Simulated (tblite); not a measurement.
Compound: C5H11GeNSi.
Numbering: `[CH3:1][SiH2:2][GeH2:3]/[CH:4]=[CH:5]/[CH2:6][C:7]#[N:8]` (hydrogens: H9, H10, H11 on C1; H12, H13 on Si2; H14, H15 on Ge3; H16 on C4; H17 on C5; H18, H19 on C6)

Computed with GFN2-xTB (tblite), gas phase: L-BFGS steps from a force-field or distance-geometry start until the largest atomic force falls under 0.01 eV/Å.

Step 31: E = -620.6008 eV
```
atom  x, y, z in Å  |  force x, y, z in eV/Å
C1      1.3891   -0.3747   -1.9369    0.004  -0.016  -0.017
Si2     2.4544    0.2936   -0.5176    0.010  -0.005   0.028
Ge3     1.0613    1.5690    0.8847   -0.011  -0.031   0.030
C4     -0.5357    0.5960    1.4669    0.017   0.024  -0.003
C5     -1.4574    0.1673    0.6180   -0.026   0.032   0.019
C6     -2.6550   -0.6633    1.0164   -0.015  -0.014  -0.010
C7     -2.2009   -1.9816    1.3821    0.008  -0.021   0.019
N8     -1.8047   -3.0151    1.6674    0.003  -0.019  -0.009
H9      0.8959    0.4301   -2.4764    0.001   0.009  -0.001
H10     0.6208   -1.0441   -1.5593   -0.009  -0.016   0.001
H11     1.9882   -0.9311   -2.6498    0.002  -0.022  -0.032
H12     3.0344   -0.8262    0.2293    0.013   0.008   0.003
H13     3.5400    1.1105   -1.0694    0.005   0.021   0.015
H14     1.6678    2.1007    2.1582    0.029   0.011   0.012
H15     0.5381    2.8268    0.2335   -0.015   0.043  -0.024
H16    -0.6431    0.3550    2.5182    0.000  -0.013  -0.022
H17    -1.3674    0.3833   -0.4391   -0.011  -0.023   0.008
H18    -3.3620   -0.7577    0.1901   -0.042   0.018  -0.027
H19    -3.1736   -0.2292    1.8768    0.037   0.015   0.011
```

Step 32: E = -620.6014 eV
```
atom  x, y, z in Å  |  force x, y, z in eV/Å
C1      1.3929   -0.3761   -1.9374    0.011  -0.018  -0.013
Si2     2.4574    0.2928   -0.5177    0.006  -0.007   0.031
Ge3     1.0597    1.5639    0.8846    0.017  -0.003   0.035
C4     -0.5398    0.5963    1.4652    0.026   0.029   0.000
C5     -1.4625    0.1676    0.6178   -0.027   0.039   0.019
C6     -2.6589   -0.6614    1.0202   -0.029  -0.019  -0.010
C7     -2.2019   -1.9802    1.3787    0.024  -0.032   0.027
N8     -1.7983   -3.0121    1.6593   -0.002  -0.028  -0.010
H9      0.9006    0.4295   -2.4765   -0.007   0.002   0.002
H10     0.6258   -1.0465   -1.5592   -0.019  -0.008  -0.002
H11     1.9908   -0.9327   -2.6510    0.011  -0.021  -0.033
H12     3.0409   -0.8255    0.2292    0.013   0.012  -0.002
H13     3.5380    1.1166   -1.0692    0.007   0.016   0.017
H14     1.6677    2.0985    2.1586    0.014  -0.001  -0.008
H15     0.5422    2.8230    0.2300   -0.017   0.039  -0.020
H16    -0.6471    0.3575    2.5164   -0.003  -0.020  -0.003
H17    -1.3737    0.3817   -0.4393   -0.009  -0.023  -0.006
H18    -3.3712   -0.7533    0.1989   -0.052   0.019  -0.047
H19    -3.1726   -0.2306    1.8845    0.035   0.024   0.025
```

Step 33: E = -620.6021 eV
```
atom  x, y, z in Å  |  force x, y, z in eV/Å
C1      1.3977   -0.3781   -1.9382    0.017  -0.017  -0.005
Si2     2.4610    0.2919   -0.5172   -0.001  -0.006   0.021
Ge3     1.0582    1.5579    0.8850    0.042   0.040   0.023
C4     -0.5444    0.5972    1.4632    0.020   0.026   0.003
C5     -1.4691    0.1689    0.6178   -0.024   0.036   0.013
C6     -2.6642   -0.6595    1.0245   -0.036  -0.021  -0.006
C7     -2.2027   -1.9789    1.3749    0.032  -0.035   0.026
N8     -1.7905   -3.0092    1.6492   -0.010  -0.028  -0.011
H9      0.9061    0.4289   -2.4764   -0.011  -0.012   0.008
H10     0.6316   -1.0495   -1.5590   -0.023   0.003  -0.008
H11     1.9942   -0.9350   -2.6529    0.015  -0.015  -0.028
H12     3.0491   -0.8244    0.2292    0.015   0.013  -0.006
H13     3.5355    1.1244   -1.0687    0.006   0.007   0.021
H14     1.6680    2.0956    2.1589   -0.002  -0.012  -0.025
H15     0.5468    2.8190    0.2253   -0.013   0.022  -0.008
H16    -0.6519    0.3602    2.5142   -0.005  -0.025   0.018
H17    -1.3814    0.3793   -0.4397   -0.007  -0.018  -0.017
H18    -3.3832   -0.7476    0.2088   -0.047   0.018  -0.049
H19    -3.1705   -0.2317    1.8944    0.031   0.026   0.031
```

Step 34: E = -620.6028 eV
```
atom  x, y, z in Å  |  force x, y, z in eV/Å
C1      1.4025   -0.3805   -1.9391    0.020  -0.015   0.003
Si2     2.4645    0.2908   -0.5164   -0.010  -0.003   0.001
Ge3     1.0574    1.5529    0.8856    0.049   0.072  -0.001
C4     -0.5488    0.5985    1.4613    0.002   0.015   0.005
C5     -1.4759    0.1708    0.6181   -0.016   0.022   0.003
C6     -2.6699   -0.6581    1.0285   -0.029  -0.015  -0.001
C7     -2.2030   -1.9781    1.3716    0.026  -0.023   0.014
N8     -1.7832   -3.0071    1.6394   -0.017  -0.024  -0.011
H9      0.9113    0.4280   -2.4762   -0.011  -0.027   0.014
H10     0.6368   -1.0524   -1.5592   -0.019   0.015  -0.015
H11     1.9976   -0.9376   -2.6553    0.016  -0.006  -0.015
H12     3.0572   -0.8232    0.2291    0.019   0.011  -0.007
H13     3.5332    1.1321   -1.0675    0.002  -0.004   0.025
H14     1.6684    2.0929    2.1588   -0.012  -0.017  -0.029
H15     0.5511    2.8156    0.2207   -0.007   0.003   0.006
H16    -0.6566    0.3622    2.5122   -0.004  -0.024   0.030
H17    -1.3891    0.3766   -0.4404   -0.006  -0.011  -0.019
H18    -3.3956   -0.7418    0.2174   -0.027   0.013  -0.030
H19    -3.1678   -0.2325    1.9044    0.024   0.018   0.026
```

**Question.** Estimate the geometry and energy of step 35. (The exact step hangs on the optimiser's Hessian estimate; all steps are aligned on step 34, rigid shifts and turns removed.)

**Answer.** E = -620.6033 eV, largest force 0.081 eV/Å
```
atom  x, y, z in Å  |  force x, y, z in eV/Å
C1      1.4062   -0.3826   -1.9399    0.015  -0.012   0.007
Si2     2.4667    0.2901   -0.5157   -0.014   0.001  -0.014
Ge3     1.0577    1.5509    0.8862    0.032   0.070  -0.025
C4     -0.5517    0.5999    1.4601   -0.014   0.003   0.005
C5     -1.4808    0.1726    0.6184   -0.004   0.006  -0.004
C6     -2.6742   -0.6576    1.0310   -0.009  -0.004   0.005
C7     -2.2029   -1.9780    1.3697    0.008   0.000  -0.004
N8     -1.7788   -3.0064    1.6328   -0.018  -0.022  -0.009
H9      0.9146    0.4269   -2.4758   -0.008  -0.033   0.016
H10     0.6399   -1.0541   -1.5597   -0.013   0.019  -0.018
H11     1.9998   -0.9398   -2.6578    0.015   0.003  -0.001
H12     3.0632   -0.8221    0.2292    0.020   0.009  -0.007
H13     3.5316    1.1374   -1.0658    0.000  -0.012   0.026
H14     1.6690    2.0912    2.1583   -0.012  -0.013  -0.020
H15     0.5537    2.8139    0.2179   -0.003  -0.006   0.014
H16    -0.6597    0.3629    2.5112    0.000  -0.017   0.025
H17    -1.3945    0.3743   -0.4410   -0.006  -0.004  -0.011
H18    -3.4046   -0.7375    0.2226   -0.003   0.007   0.000
H19    -3.1651   -0.2326    1.9115    0.016   0.005   0.016
```

The energy changes by -0.0005 eV. The first-order estimate −F·Δx gives -0.0007 eV and the mean of the old and new forces, exact on a quadratic surface, -0.0005 eV. The step makes an angle of 78° with the force vector and moves no atom by more than 0.011 Å.

What follows is the cost of the whole relaxation. On one thread of an AMD EPYC 9B45 (shared host), this took 1.3 s of wall time.
